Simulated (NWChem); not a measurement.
System meant: C$_{2}$H$_{7}$InO; SMILES [CH3][In]([CH3])[OH]

Here is an NWChem input.

```
start job
memory heap 200 mb stack 900 mb global 1100 mb
geometry units angstroms noautoz
  In     0.007269    -0.005543     0.001493
  C     -0.781829    -2.017795     0.000063
  H     -0.442995    -2.549298    -0.901844
  H     -1.880561    -2.012612     0.018155
  H     -0.413131    -2.562643     0.882001
  C     -0.848097     1.967905     0.002461
  H     -1.390411     2.149732    -0.937297
  H     -0.037308     2.702962     0.098229
  H     -1.553798     2.090984     0.836856
  O      2.018267     0.155779    -0.000879
  H      2.486187    -0.685595    -0.007372
end
basis spherical
  * library def2-svp
end
ecp
  In library def2-ecp
end
dft
  odft
  mult 2
  xc xpbe96 cpbe96
  iterations 150
  mulliken
end
task dft energy
```

End of the output:

```
 Summary of "ao basis" -> "" (spherical)
 ------------------------------------------------------------------------------
       Tag                 Description            Shells   Functions and Types
 ---------------- ------------------------------  ------  ---------------------
 *                          def2-svp                  on all atoms

 Summary of "ao basis" -> "ao basis" (spherical)
 ------------------------------------------------------------------------------
       Tag                 Description            Shells   Functions and Types
 ---------------- ------------------------------  ------  ---------------------
 In                         def2-svp                10       26   4s4p2d
 C                          def2-svp                 6       14   3s2p1d
 H                          def2-svp                 3        5   2s1p
 O                          def2-svp                 6       14   3s2p1d

 Summary of "ao basis" -> "ao basis" (spherical)
 ------------------------------------------------------------------------------
       Tag                 Description            Shells   Functions and Types
 ---------------- ------------------------------  ------  ---------------------
 In                         def2-svp                10       26   4s4p2d
 C                          def2-svp                 6       14   3s2p1d
 H                          def2-svp                 3        5   2s1p
 O                          def2-svp                 6       14   3s2p1d

  number of electrons :                   48
  multiplicity        :                    2
 ------------------------------------------------------------------------
  no. of electrons and multiplicity not compatible                  48
 ------------------------------------------------------------------------
 ------------------------------------------------------------------------
  current input line :
    29: task dft energy
 ------------------------------------------------------------------------
 ------------------------------------------------------------------------
 There is an error in the input file
 ------------------------------------------------------------------------
 For more information see the NWChem manual at https://nwchemgit.github.io

0: no. of electrons and multiplicity not compatible:Received an Error in Communication
```

**Question.** Find the fault in this run and fix the input.

**Answer.** The program refused the input. Cause: the multiplicity doesn't fit the number of electrons (an even count wants an odd multiplicity, and the reverse). This input runs:
```
start job
memory heap 200 mb stack 900 mb global 1100 mb
geometry units angstroms noautoz
  In     0.007269    -0.005543     0.001493
  C     -0.781829    -2.017795     0.000063
  H     -0.442995    -2.549298    -0.901844
  H     -1.880561    -2.012612     0.018155
  H     -0.413131    -2.562643     0.882001
  C     -0.848097     1.967905     0.002461
  H     -1.390411     2.149732    -0.937297
  H     -0.037308     2.702962     0.098229
  H     -1.553798     2.090984     0.836856
  O      2.018267     0.155779    -0.000879
  H      2.486187    -0.685595    -0.007372
end
basis spherical
  * library def2-svp
end
ecp
  In library def2-ecp
end
dft
  xc xpbe96 cpbe96
  iterations 150
  mulliken
end
task dft energy
```
It converges to -345.46254 Ha (PBE/def2-SVP with def2 effective core potentials on In).
